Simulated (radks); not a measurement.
Ionisation of the phosphorus ion P2+, [Ne] 3s2 3p1, to [Ne] 3s2 as the strength of local exchange is varied. All-electron calculation, scalar-relativistic Kohn-Sham, Slater X-alpha exchange (alpha = 2/3 is LDA exchange), no correlation, spin-polarised, spherical densities, finite nucleus; open shells are filled with parallel spins first; Fermi nuclear charge, rms radius 3.1889 fm. Program: a radial shooting solver on a logarithmic mesh with Libxc functionals.

| alpha | E(P2+) (hartree) | exchange (hartree) | IE (eV) | -e of the level emptied (eV) | <r> of it (bohr) |
|---|---|---|---|---|---|
| 0.643 | -337.97066 | -19.42745 | 28.662 | 23.484 (3p) | 1.988 |
| 0.667 | -338.69653 | -20.18618 | 28.984 | 23.805 (3p) | 1.977 |
| 0.704 | -339.81797 | -21.36062 | 29.484 | 24.305 (3p) | 1.961 |
| 0.836 | -343.84217 | -25.59730 | 31.304 | 26.130 (3p) | 1.907 |
| 0.85 | -344.27113 | -26.05093 | 31.500 | 26.327 (3p) | 1.901 |
| 0.851 | -344.30178 | -26.08336 | 31.514 | 26.341 (3p) | 1.901 |
| 1.002 | -348.95483 | -31.02891 | 33.674 | 28.519 (3p) | 1.843 |

NIST Atomic Spectra Database: 30.203 eV (measured). The Delta-SCF value meets it near alpha = 0.76. Open shells are spherical and high-spin; term and fine-structure splittings are not resolved.
